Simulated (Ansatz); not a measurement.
Basis-set extrapolation for C$_{3}$H$_{6}$BN (`BCN=C=C`) (PBE0-D4/def2-TZVP geometry, frozen core, the Gaussian-basis code of Ansatz). Multiplicity 1, RHF reference.

```
                      def2-TZVPP   def2-QZVPP
                 HF  -196.225455  -196.234283
    MP2 correlation    -0.776337    -0.826868
CCSD(T) correlation    -0.851631      not run
```

Energies in hartree. Use E(X) = E(∞) + A·exp(−7.88·√X) for Hartree–Fock and E(X) = E(∞) + B·X^(−2.97) for correlation, with X = 3 and 4, and add CCSD(T) minus MP2 of the smaller set to the MP2 limit.

Question: What is the CCSD(T) energy at the basis-set limit?

Answer: HF limit: -196.234283 + (-0.008828) × 0.13774 = -196.23550. MP2 limit: -0.826868 + (-0.050531) × 0.74074 = -0.86430. Higher-order term: -0.851631 − (-0.776337) = -0.07529. Total: -197.17509 hartree, 257.3 kJ/mol below CCSD(T)/def2-TZVPP.
